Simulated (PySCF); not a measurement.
F (fluorine, neutral) across methods

[He] 2s2 2p5, 2P determinant. All numbers are calculated (PySCF 2.14, no relativity, point nucleus, in dyall-acv3z (15s9p4d2f, 76 functions)).

| method | E (hartree) | mean ε 2s β (eV) | mean ε 2p α (eV) | mean ε 2p β (eV) | Σ⟨r²⟩ (bohr²) | ⟨S²⟩ |
| --- | --- | --- | --- | --- | --- | --- |
| PBE | -99.6757 | -28.598 | -11.868 | -10.304 | 10.73 | 0.751 |
| TPSSh | -99.7717 | -30.391 | -12.980 | -11.368 | 10.56 | 0.752 |
| CAM-B3LYP | -99.7528 | -33.323 | -15.936 | -14.257 | 10.65 | 0.752 |
| UHF | -99.41596 | -40.189 | -20.941 | -18.496 | 10.25 | 0.754 |
| r2SCAN | -99.7334 | -29.553 | -12.517 | -10.783 | 10.51 | 0.753 |
| PBE0 | -99.6816 | -31.762 | -14.299 | -12.565 | 10.54 | 0.752 |
| revPBE | -99.7415 | -28.594 | -11.810 | -10.246 | 10.72 | 0.752 |
| LDA | -99.1146 | -28.552 | -12.059 | -10.363 | 10.76 | 0.751 |

(1) Estimate the same row for r2SCANh.

Results:

(1) E (hartree) = -99.7304; mean ε 2s β (eV) = -30.683; mean ε 2p α (eV) = -13.422; mean ε 2p β (eV) = -11.637; Σ⟨r²⟩ (bohr²) = 10.47; ⟨S²⟩ = 0.753.
